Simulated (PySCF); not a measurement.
# Run times: vanadium in even-tempered 20s12p6d5f5g

Measured wall times of calculations with PySCF 2.14 in an even-tempered Gaussian basis (20 s from 2.1 bohr⁻², ratio 2.2; 12 p from 2.7 bohr⁻², ratio 2.2; 6 d from 16 bohr⁻², ratio 2.4; 5 f from 24 bohr⁻², ratio 2.4; 5 g from 36 bohr⁻², ratio 2.4), with the spin-free X2C one-electron Hamiltonian (Gaussian nucleus), run from one Python driver. Hardware: 2 threads of Neoverse-V1 on a shared host, 2.6 GiB allowed. The two-electron integrals over 166 functions were computed once and kept in memory (1.8 CPU seconds with the set-up); the times below exclude them. Kohn-Sham runs start from converged Hartree-Fock orbitals.

Launch command (the driver calls PySCF for each step listed in the task file):

```bash
OMP_NUM_THREADS=2 python atomrun2.py TASK.json OUT
```

| species | step | iterations | wall time (s) |
| --- | --- | --- | --- |
| V¹⁵⁺ [He] 2s2 2p4 | LDA | 4 | 0.61 |
| V¹⁵⁺ [He] 2s2 2p4 | PBE | 4 | 0.68 |
| V¹⁵⁺ [He] 2s2 2p4 | PBE0 | 4 | 2.9 |
| V¹⁵⁺ [He] 2s2 2p4 | r2SCAN | 4 | 1.7 |
| V¹⁵⁺ [He] 2s2 2p4 | M06 | 5 | 4.7 |
| V¹⁵⁺ [He] 2s2 2p4 | r2SCAN0 | 4 | 4 |
| V¹⁵⁺ [He] 2s2 2p4 | MP2 (8 electrons) |  | 2.6 |

Problem. Roughly how long does UHF with spin-orbit constants take for V¹⁵⁺ [He] 2s2 2p4 here?

Solution. About 13 s.

Peak memory of the process: 1.1 GiB. Times on a shared host vary from run to run.
